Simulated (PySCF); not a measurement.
This PySCF input asks for the NMR shieldings of `C=C[C@@H]1[C@@H](F)CC[Si@@H]1O[SiH3]`, C$_{6}$H$_{13}$FOSi$_{2}$; the geometry comes from GFN2-xTB.

```python
import basis_set_exchange as bse
import numpy as np
from pyscf import gto, dft
from pyscf.prop import nmr

atoms = """
C    -0.676343    2.559650    0.478443
C    -0.827046    1.251213    0.594651
C    -1.010672    0.321654   -0.550362
C    -1.897179   -0.872293   -0.192952
F    -2.418355   -1.395281   -1.368486
C    -1.070816   -1.954544    0.494358
C     0.200542   -2.201270   -0.325464
Si    0.648395   -0.506973   -1.065886
O     1.928106    0.164040   -0.342713
Si    2.814043    1.258809    0.471680
H    -0.717937    3.047571   -0.481211
H    -0.512042    3.194438    1.331726
H    -0.775947    0.789537    1.572430
H    -1.470678    0.856852   -1.382930
H    -2.770162   -0.580163    0.405847
H    -0.814513   -1.598978    1.493354
H    -1.664865   -2.864304    0.598049
H    -0.019265   -2.909575   -1.122846
H     0.977595   -2.645152    0.293209
H     0.912290   -0.463001   -2.500018
H     4.176230    0.743740    0.357859
H     2.644296    2.553156   -0.181868
H     2.339571    1.277858    1.854066
"""
names = dict.fromkeys(["C", "F", "Si", "O", "H"], "pcSseg-1")
basis = {el: gto.basis.parse(bse.get_basis(n, elements=[el], fmt="nwchem")) for el, n in names.items()}
mol = gto.M(atom=atoms, basis=basis, charge=0, verbose=0)
mf = dft.RKS(mol, xc="PBE0")
mf.grids.level = 2
mf.grids.alignment = dft.numint.BLKSIZE   # the property module wants whole blocks of grid points
mf.conv_tol = 1e-9
mf.kernel()

calc = nmr.RKS(mf)   # GIAO
C = mf.mo_coeff
Co = C[:, mf.mo_occ > 0]
resp = mf.gen_response(singlet=True, hermi=2)
def vind(x):   # induced exchange potential for any number of trial vectors
    d = np.einsum("pi,xij,qj->xpq", C, 2 * x.reshape(-1, C.shape[1], Co.shape[1]), Co, optimize=True)
    return np.einsum("xpq,pi,qj->xij", resp(d - d.transpose(0, 2, 1)), C, Co, optimize=True).ravel()
mo1, _ = nmr.rhf.solve_mo1(calc, with_cphf=vind)
sigma = calc.kernel(mo1)
for i, s in enumerate(sigma):   # ppm
    w = np.linalg.eigvalsh((s + s.T) / 2)
    print("%2d %-2s iso %8.1f  s11 %8.1f  s22 %8.1f  s33 %8.1f" % (i, mol.atom_pure_symbol(i), w.mean(), *w))
```

Problem. What are the results?

Solution. 
```
 0 C  iso     65.8  s11    -46.1  s22     83.3  s33    160.3
 1 C  iso     43.2  s11    -79.4  s22     49.3  s33    159.6
 2 C  iso    142.6  s11    124.9  s22    133.8  s33    169.1
 3 C  iso     85.1  s11     57.9  s22     72.6  s33    124.7
 4 F  iso    371.3  s11    311.4  s22    371.4  s33    431.1
 5 C  iso    153.6  s11    136.9  s22    153.6  s33    170.4
 6 C  iso    175.4  s11    163.2  s22    177.1  s33    186.0
 7 Si iso    342.9  s11    300.3  s22    352.8  s33    375.6
 8 O  iso    316.1  s11    240.3  s22    345.5  s33    362.5
 9 Si iso    391.0  s11    356.5  s22    363.3  s33    453.2
10 H  iso     26.2  s11     22.3  s22     25.6  s33     30.8
11 H  iso     26.3  s11     22.8  s22     25.8  s33     30.4
12 H  iso     26.0  s11     22.7  s22     25.1  s33     30.3
13 H  iso     29.2  s11     25.3  s22     29.2  s33     33.1
14 H  iso     26.6  s11     23.7  s22     26.6  s33     29.5
15 H  iso     30.0  s11     26.7  s22     27.6  s33     35.7
16 H  iso     29.3  s11     24.4  s22     27.1  s33     36.4
17 H  iso     30.8  s11     25.7  s22     28.4  s33     38.3
18 H  iso     30.9  s11     26.7  s22     28.0  s33     37.9
19 H  iso     26.4  s11     22.4  s22     24.8  s33     31.9
20 H  iso     26.6  s11     22.7  s22     24.7  s33     32.3
21 H  iso     26.6  s11     23.0  s22     25.4  s33     31.5
22 H  iso     26.6  s11     23.0  s22     25.8  s33     31.1
```

These numbers come from an equivalent density-fitted implementation of the same equations, which agrees with the script to about 0.01 ppm for H and up to a few tenths of a ppm for heavy atoms, so last digits may differ.

Problem. Turn these shieldings into chemical shifts. Scale: TMS for ¹³C (σ = 186.93 ppm) and ²⁹Si (σ = 349.16 ppm) and ¹H (σ = 31.72 ppm); CFCl3 for ¹⁹F (σ = 170.95 ppm); H2O for ¹⁷O (σ = 336.08 ppm) (reference shieldings calculated alike).

Solution. Averaging equivalent atoms: C 1: 143.7; C 0: 121.1; C 3: 101.9; C 2: 44.3; C 5: 33.3; C 6: 11.5; F 4: -200.4; Si 7: 6.2; Si 9: -41.9; O 8: 20.0; H 12: 5.68; H 10: 5.48; H 11: 5.39; H 19: 5.37; H 14: 5.12; H 20/21/22: 5.09; H 13: 2.51; H 16: 2.43; H 15: 1.71; H 17: 0.94; H 18: 0.83 ppm. Unscaled 19F shifts against computed CFCl3 carry errors that often reach 10 to 50 ppm. Experimental scales use liquid or dissolved standards, which lie at an offset from isolated H2O (liquid H2O: subtract about 36 ppm).

Size and cost of the density-fitted run: 249 basis functions, 2 min wall time on 1 thread of an Arm Neoverse N1, shared host; peak memory 1.2 GiB.
